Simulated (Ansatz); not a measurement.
Reaction (ligand exchange at a Y–O bond): `[OH][Y]([OH])[OH]` + HCl → `[OH][Y]([OH])[Cl]` + H₂O

Computed with Ansatz on PBE0-D4/def2-TZVP structures; ΔE is electronic, products minus reactants. CBS: MP2 limit from def2 TZ/QZ plus the TZ coupled-cluster correction, frozen cores. This one scheme is used for every species. Functionals use def2-TZVPP. B3LYP here is the variant with VWN-RPA as its local correlation; programs differ in this. HSE06 is defined as in plane-wave codes. Elements past krypton have def2 core potentials. For Y outer-core shells are correlated without core-valence functions, which leaves a few kJ/mol of doubt a bond. One conformer a species, not always the lowest.

`[OH][Y]([OH])[OH]`:

Cartesian coordinates in Å:
```
O 1.528 0.711 1.128
Y 0.000 0.000 0.000
O -1.758 1.008 -0.077
O 0.231 -1.719 -1.051
H 2.246 1.044 1.657
H -2.583 1.482 -0.112
H 0.338 -2.526 -1.545
```

HCl:

Cartesian coordinates in Å:
```
Cl -0.502 -0.190 -0.347
H 0.502 0.190 0.347
```

`[OH][Y]([OH])[Cl]`:

Cartesian coordinates in Å:
```
O 0.544 0.593 -1.636
Y -0.132 -0.415 -0.041
O -0.198 0.496 1.743
Cl -0.883 -2.780 -0.274
H 0.875 1.124 -2.355
H -0.205 0.982 2.562
```

H₂O:

```xyz
3

O    -0.086    0.379    0.015
H     0.511   -0.106    0.587
H    -0.425   -0.273   -0.602
```

| level | ΔE (kcal/mol) | difference from CCSD(T)/CBS |
| --- | --- | --- |
| LDA (SPW92) | -14.3 | 2.1 |
| PBE-D4 | -15.4 | 1.0 |
| revPBE-D4 | -15.4 | 1.0 |
| BLYP-D4 | -14.0 | 2.4 |
| r2SCAN-D4 | -16.6 | -0.2 |
| B3LYP-D4 | -15.5 | 0.9 |
| r2SCANh-D4 | -17.1 | -0.7 |
| r2SCAN0-D4 | -17.8 | -1.4 |
| HSE06-D4 | -17.4 | -1.0 |
| BHLYP-D4 | -17.5 | -1.1 |
| CAM-B3LYP-D4 | -14.9 | 1.5 |
| ωB97X-V | -16.0 | 0.4 |
| ωB97M-V | -16.0 | 0.4 |
| B2PLYP | -15.4 | 1.0 |
| PBE-QIDH | -17.4 | -1.0 |
| revPBE | -15.7 | 0.7 |
| BLYP | -13.9 | 2.5 |
| r2SCAN | -16.6 | -0.2 |
| PBE0 | -17.1 | -0.7 |
| B3LYP | -15.4 | 1.0 |
| r2SCANh | -17.1 | -0.7 |
| r2SCAN0 | -17.8 | -1.4 |
| HSE06 | -17.3 | -0.9 |
| BHLYP | -17.1 | -0.7 |
| CAM-B3LYP | -14.8 | 1.6 |
| LC-ωPBE | -15.5 | 0.9 |
| RPA@PBE/def2-TZVPP | -14.5 | 1.9 |
| HF/def2-SVP | -20.4 | -4.0 |
| MP2/def2-SVP | -13.4 | 3.0 |
| CCSD/def2-SVP | -13.7 | 2.7 |
| CCSD(T)/def2-SVP | -13.4 | 3.0 |
| HF/def2-TZVPP | -20.1 | -3.7 |
| MP2/def2-TZVPP | -15.6 | 0.8 |
| SCS-MP2/def2-TZVPP | -15.3 | 1.1 |
| CCSD/def2-TZVPP | -16.0 | 0.4 |
| HF/def2-QZVPP | -20.0 | -3.6 |
| SCS-MP2/def2-QZVPP | -15.7 | 0.7 |
| HF/CBS(def2) | -19.9 | -3.5 |
| MP2/CBS(def2) | -16.3 | 0.1 |
| CCSD/CBS(def2) | -16.7 | -0.3 |
| CCSD(T)/CBS | -16.4 | 0 |

Largest T1 diagnostic among the species: 0.014.

In def2-TZVPP, CCSD(T) changes the Hartree–Fock value by +4.4 kcal/mol (the triples alone add +0.3 kcal/mol) and MP2 by +4.5 kcal/mol. From PBE to PBE0 (25 % exact exchange), in def2-TZVPP and without D4, ΔE moves by −1.8 kcal/mol. At CCSD(T), def2-SVP lies +3.0 kcal/mol from the extrapolated value and def2-TZVPP +0.7 kcal/mol.
